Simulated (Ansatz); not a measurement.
BH2SF3 (relaxed from a model of B(H2S)F3, whose bonding it doesn't keep). Charge 0, multiplicity 1. Geometry PBE-D4/def2-SVP, basis def2-TZVP, Ansatz.

```xyz
7

B     0.6901   -0.8220   -0.4565
S    -1.3670    0.6450    0.5302
H    -0.6406    1.0632    1.6034
H    -1.0142    1.7455   -0.1900
F     0.5892   -1.7952    0.4481
F     1.5898    0.1485   -0.2703
F     0.1526   -0.9849   -1.6649
```

| run | HOMO (eV) | LUMO (eV) |
| --- | --- | --- |
| A | -6.96 | -1.10 |
| B | -8.43 | -0.14 |
| C | -7.28 | -1.29 |
| D | -10.81 | 2.12 |
| E | -8.03 | -0.53 |
| F | -11.43 | 3.00 |

HSE06 is defined as in plane-wave codes, on full-range PBE exchange. In the singlet geometry the species has come apart into loosely held pieces.

The runs used BLYP, HF, HSE06, LDA (SPW92), PBE0, ωB97X-V. Estimate which is which.

A BLYP (0 % exact exchange); B PBE0 (25 % exact exchange); C LDA (SPW92) (0 % exact exchange); D ωB97X-V (range-separated); E HSE06 (range-separated); F HF (100 % exact exchange). Exact exchange lowers occupied and raises empty levels; among semilocal functionals meta-GGAs tend to open the gap a little, and such runs are hard to tell apart. The gap grows from 5.86 eV (BLYP) to 14.44 eV (HF).
